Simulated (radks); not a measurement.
Results of a calculation; reference values are marked as such.
Ionisation of Eu3+, [Xe] 4f6, to Eu4+, [Xe] 4f5, under several functionals. Scalar-relativistic Kohn-Sham, spin-polarised, spherical densities, finite nucleus; open shells are filled with parallel spins first (spin-orbit coupling, left out, can overturn this in heavy ions); a radial shooting solver on a logarithmic mesh with Libxc functionals.

functional	E(Eu3+) (hartree)	Exc (hartree)	IE (eV)	-e(HOMO) (eV)	<r> HOMO (bohr)	IE error (eV)
exchange-only LDA	-10828.5155	-227.7116	43.086	33.455	0.8686	+0.146
BP86	-10843.5727	-242.8644	44.517	34.825	0.8662	+1.577
HCTH/407	-10848.5339	-248.1249	45.898	36.086	0.8551	+2.958
SCAN	-10843.8249	-242.5063	44.738	35.080	0.8639	+1.798
PBEsol	-10838.2600	-237.5295	44.496	34.805	0.8662	+1.556
AM05	-10834.9246	-234.1942	44.547	34.846	0.8656	+1.607
TASK exchange with Perdew-Wang LDA correlation	-10841.4895	-239.8326	44.867	35.075	0.8541	+1.927
PW91	-10843.2885	-242.5820	44.541	34.848	0.8662	+1.601
XLYP	-10843.5675	-242.8440	44.241	34.559	0.8671	+1.301

NIST Atomic Spectra Database: 42.9 eV (semi-empirical). Closest: exchange-only LDA. The Delta-SCF values span 2.81 eV, the total energies 20.02 hartree. The highest occupied level is 4f. Open shells are spherical and high-spin; term and fine-structure splittings are not resolved. Spin-orbit splitting is averaged out at the scalar-relativistic level. No tabulated value is given for the 4+ ions of Nd, Pm and Eu to Yb, where it belongs to another shell than the one emptied here.
